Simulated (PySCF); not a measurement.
Structure from NMR data

An unknown has the formula C$_{7}$H$_{12}$BN. Its calculated NMR data are:

1H NMR (600 MHz, computed): δ 7.25 (m, 1H), 7.16 (m, 1H), 6.53 (m, 1H), 6.28 (br, 2H), 4.93 (sept, 1H), 1.36 (d, 6H).

13C{1H} NMR (computed): δ 150.9 (C), 145.5 (CH), 136.8 (CH), 118.9 (CH), 47.9 (CH), 25.9 (CH3).

- PBE0-D3(BJ)/def2-SVP structure
- shieldings: GIAO CAM-B3LYP/pcSseg-1
- run in PySCF 2.14.0 with density-fitted response routines
- one conformer, fast rotation and ring inversion assumed for equivalent nuclei, gas phase, non-relativistic

References, each an isolated molecule treated in the same way: TMS for 1H (31.33 ppm) and 13C (182.45 ppm).

Problem. Which candidate is it?
A. CB(C)C(C#N)=C(C)C
B. [BH3-][n+]1ccc(CC)cc1
C. CC#C[BH2-][N+]#CCCC
D. CC(C)N1BC=CC=C1
E. Bc1cccn1C(C)C

Solution. E. 

1. 6 carbon signals for 7 carbons: some carbons are equivalent by symmetry or fast rotation.
2. Carbon types of the structure: 1 × C, 4 × CH, 2 × CH3, leaving 2 H on heteroatoms.
3. δC 150.9: substituted aromatic carbon next to a ring nitrogen.
4. δC 145.5, 118.9: aromatic CH.
5. δC 136.8: aromatic CH next to a ring nitrogen.
6. δH 7.25, 6.53: hydrogen on an aromatic CH; it sits in the deshielding region of the aromatic ring current.
7. δH 7.16: hydrogen on an aromatic CH next to a ring nitrogen; it sits in the deshielding region of the aromatic ring current.

The others: CB(C)C(C#N)=C(C)C would give 3 signals for carbon-bound and other non-exchanging H, not 6; [BH3-][n+]1ccc(CC)cc1 would give 5 carbon signals, not 6; CC(C)N1BC=CC=C1 would give 7 signals for carbon-bound and other non-exchanging H, not 6; CC#C[BH2-][N+]#CCCC would give 7 carbon signals, not 6.

Hydrogens on boron are broadened and split by 11B (spin 3/2, 80 %) and 10B (spin 3). A carbon bonded to boron is broadened by the quadrupolar boron nucleus and is often missing from a measured spectrum. Shifts are as computed, not scaled to solution data. Of 1309 compounds with measured shifts, 239 miss one by over three times the rms of a fit or turn the order of signals round; such compounds aren't used in these exercises. No couplings were computed; multiplicities are counted from neighbouring protons, with m where these are inequivalent, close in shift, in a saturated or five-membered ring or joined by F or P, and br s for small geminal =CH2 splittings.
